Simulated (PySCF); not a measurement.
PySCF was given this input:
```python
from pyscf import gto, scf, dft

mol = gto.M(
    atom='''
Si    0.04227581    0.17410565    0.35767998
C    -0.94677323    1.32330318   -0.79306653
C     1.75998590   -0.15337865   -0.39419538
C    -0.88714883   -1.47441790    0.56171541
H     0.19817869    0.81616493    1.67671672
H    -1.08207267    0.88244973   -1.77698739
H    -1.93349276    1.53106784   -0.39013129
H    -0.44225768    2.27526120   -0.92863343
H     2.35085242   -0.80627152    0.24121477
H     1.68499224   -0.62713212   -1.36922950
H     2.31726365    0.76979478   -0.52198718
H    -1.02111986   -1.97760373   -0.39202130
H    -1.87270611   -1.32118853    0.99105908
H    -0.34788226   -2.15306147    1.21575889
''',
    basis='cc-pvdz',
    verbose=4,
)

mf = dft.RKS(mol)
mf.xc = 'pbe0'
mf = mf.density_fit(auxbasis='def2-universal-jkfit')
mf.kernel()
```

What Mulliken (on the basis functions themselves) charges in atom order does DF-PBE0/cc-pVDZ (PySCF) give?

Si1 0.34, C2 -0.26, C3 -0.26, C4 -0.26, H5 -0.07, H6 0.05, H7 0.06, H8 0.06, H9 0.06, H10 0.05, H11 0.06, H12 0.05, H13 0.06, H14 0.06

Give the number of basis functions at the level DF-PBE0/cc-pVDZ.

110

What HOMO-LUMO gap does DF-PBE0/cc-pVDZ give?

10.23 eV

Estimate the nuclear repulsion energy that DF-PBE0/cc-pVDZ returns for this input.

173.7673 Eh

Estimate the dipole moment that DF-PBE0/cc-pVDZ returns for this input.

0.50 D
